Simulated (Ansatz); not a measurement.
The lowest singlet and triplet of C6H4 (SMILES [c]1cc[c]cc1); geometries from B3LYP-D3(BJ)/def2-TZVP, each state relaxed from the structure named, with no frequency check, low spin by broken symmetry.
Singlet at the triplet's geometry (charge 0, multiplicity 1):
```xyz
10

C     -0.052     1.313    -0.043
C      1.200     0.749    -0.037
C      1.256    -0.653     0.009
C      0.052    -1.313     0.043
C     -1.200    -0.749     0.037
C     -1.256     0.653    -0.009
H      2.105     1.345    -0.065
H      2.205    -1.175     0.017
H     -2.105    -1.345     0.065
H     -2.205     1.175    -0.017
```

A positive gap puts the triplet lower; no zero-point energy. R- takes a restricted singlet, here one determinant of a half-filled degenerate or near-degenerate pair, which mixes singlet states. U- takes an unrestricted singlet (broken symmetry where lower, unprojected). The triplet is unrestricted in single-reference levels. Active spaces average the two states.

Cores are frozen in the correlated methods.

Codes used: Ansatz (a first-principles code) with Gaussian orbitals. 

| level | gap E(singlet) − E(triplet), vertical, at the triplet's geometry (kcal/mol) |
|---|---|
| U-PBE/def2-TZVPP (spin-contaminated) | -3.04 |
| U-PBE0/def2-TZVPP (spin-contaminated) | -1.95 |
| R-BHLYP/def2-TZVPP | 43.93 |
| U-BHLYP/def2-TZVPP (spin-contaminated) | -1.58 |
| R-wB97M-V/def2-TZVPP | [?] |
| R-CCSD/cc-pVTZ | 19.98 |
| SC-NEVPT2 on SA-CASSCF(2,2)/cc-pVTZ | -1.76 |
| FIC-MRCISD+Q on SA-CASSCF(2,2)/cc-pVDZ | -1.72 |
| FIC-MRCISD+Q on SA-CASSCF(2,2)/cc-pVTZ | [?] |

Q: Complete the blanks.

A: 
- R-wB97M-V/def2-TZVPP, gap E(singlet) − E(triplet), vertical, at the triplet's geometry (kcal/mol): 31.42
- FIC-MRCISD+Q on SA-CASSCF(2,2)/cc-pVTZ, gap E(singlet) − E(triplet), vertical, at the triplet's geometry (kcal/mol): -1.47

Doubts at one or more of the structures used: a restricted determinant that unrestricted orbitals would lower (R-BHLYP/def2-TZVPP, R-wB97M-V/def2-TZVPP, R-CCSD/cc-pVTZ); other coupled-cluster roots lie near (R-CCSD/cc-pVTZ); a spin-contaminated determinant (R-CCSD/cc-pVTZ).
